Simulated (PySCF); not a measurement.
This PySCF input asks for the NMR shieldings of `InChI=1S/C5H10O2Si2/c1-3-5(6)7-9(2)4-8/h1,9H,4H2,2,8H3/t9-/m0/s1`; the geometry comes from GFN2-xTB.

```python
import basis_set_exchange as bse
import numpy as np
from pyscf import gto, dft
from pyscf.prop import nmr

atoms = """
C     3.268688    2.524419    0.711838
C     2.613274    1.703998    0.131456
C     1.833684    0.714654   -0.577086
O     2.154655    0.249032   -1.639160
O     0.733369    0.390039    0.076548
Si   -0.363317   -0.736114   -0.508571
C     0.463446   -2.442946   -0.588205
C    -1.717131   -0.612098    0.806796
Si   -2.372707    1.143889    1.128738
H     3.841756    3.244644    1.218810
H    -0.805255   -0.282918   -1.828276
H     0.815178   -2.760775    0.391267
H     1.320180   -2.423932   -1.255837
H    -0.223590   -3.199784   -0.952623
H    -1.347637   -1.023079    1.746245
H    -2.541725   -1.253706    0.501956
H    -3.016653    1.654842   -0.084331
H    -3.370089    1.074480    2.204125
H    -1.295931    2.044606    1.539176
"""
names = dict.fromkeys(["C", "O", "Si", "H"], "pcSseg-1")
basis = {el: gto.basis.parse(bse.get_basis(n, elements=[el], fmt="nwchem")) for el, n in names.items()}
mol = gto.M(atom=atoms, basis=basis, charge=0, verbose=0)
mf = dft.RKS(mol, xc="PBE0")
mf.grids.level = 2
mf.grids.alignment = dft.numint.BLKSIZE   # the property module wants whole blocks of grid points
mf.conv_tol = 1e-9
mf.kernel()

calc = nmr.RKS(mf)   # GIAO
C = mf.mo_coeff
Co = C[:, mf.mo_occ > 0]
resp = mf.gen_response(singlet=True, hermi=2)
def vind(x):   # induced exchange potential for any number of trial vectors
    d = np.einsum("pi,xij,qj->xpq", C, 2 * x.reshape(-1, C.shape[1], Co.shape[1]), Co, optimize=True)
    return np.einsum("xpq,pi,qj->xij", resp(d - d.transpose(0, 2, 1)), C, Co, optimize=True).ravel()
mo1, _ = nmr.rhf.solve_mo1(calc, with_cphf=vind)
sigma = calc.kernel(mo1)
for i, s in enumerate(sigma):   # ppm
    w = np.linalg.eigvalsh((s + s.T) / 2)
    print("%2d %-2s iso %8.1f  s11 %8.1f  s22 %8.1f  s33 %8.1f" % (i, mol.atom_pure_symbol(i), w.mean(), *w))
```

**Question.** What does it print?

**Answer.** 
```
 0 C  iso    105.2  s11     30.4  s22     50.0  s33    235.1
 1 C  iso    106.6  s11      4.8  s22     21.8  s33    293.2
 2 C  iso     29.2  s11    -70.1  s22     77.5  s33     80.2
 3 O  iso   -135.0  s11   -404.6  s22   -266.9  s33    266.4
 4 O  iso    113.2  s11    -33.4  s22    182.0  s33    191.1
 5 Si iso    344.0  s11    302.2  s22    360.2  s33    369.7
 6 C  iso    186.7  s11    177.1  s22    187.9  s33    195.0
 7 C  iso    193.8  s11    185.3  s22    195.4  s33    200.8
 8 Si iso    425.3  s11    401.0  s22    408.3  s33    466.5
 9 H  iso     29.5  s11     24.7  s22     25.1  s33     38.5
10 H  iso     26.4  s11     24.0  s22     24.5  s33     30.7
11 H  iso     31.5  s11     27.6  s22     29.2  s33     37.6
12 H  iso     30.6  s11     25.1  s22     29.2  s33     37.4
13 H  iso     31.7  s11     27.4  s22     28.6  s33     39.0
14 H  iso     31.6  s11     26.9  s22     29.7  s33     38.2
15 H  iso     32.2  s11     26.5  s22     29.8  s33     40.1
16 H  iso     27.8  s11     24.5  s22     25.8  s33     33.0
17 H  iso     27.6  s11     23.9  s22     25.3  s33     33.7
18 H  iso     27.5  s11     23.2  s22     27.3  s33     32.1
```

These numbers come from an equivalent density-fitted implementation of the same equations, which agrees with the script to about 0.01 ppm for H and up to a few tenths of a ppm for heavy atoms, so last digits may differ.

**Question.** Turn these shieldings into chemical shifts. Scale: ¹³C (186.93 ppm) and ²⁹Si (349.16 ppm) and ¹H (31.72 ppm) against TMS; H2O for ¹⁷O (336.08 ppm) (reference shieldings calculated alike).

**Answer.** Averaging equivalent atoms: C 2: 157.7; C 0: 81.8; C 1: 80.3; C 6: 0.3; C 7: -6.9; O 3: 471.1; O 4: 222.9; Si 5: 5.1; Si 8: -76.1; H 10: 5.32; H 16/17/18: 4.08; H 9: 2.26; H 11/12/13: 0.47; H 14: 0.12; H 15: -0.45 ppm. Unscaled 17O shifts of doubly bonded oxygen tend to come out too high, by tens of ppm or more. Experimental scales use liquid or dissolved standards, which lie at an offset from isolated H2O (liquid H2O: subtract about 36 ppm).

Size and cost of the density-fitted run: 217 basis functions, 50 s wall time on 1 thread of an Arm Neoverse V1, shared host; peak memory 1.1 GiB.
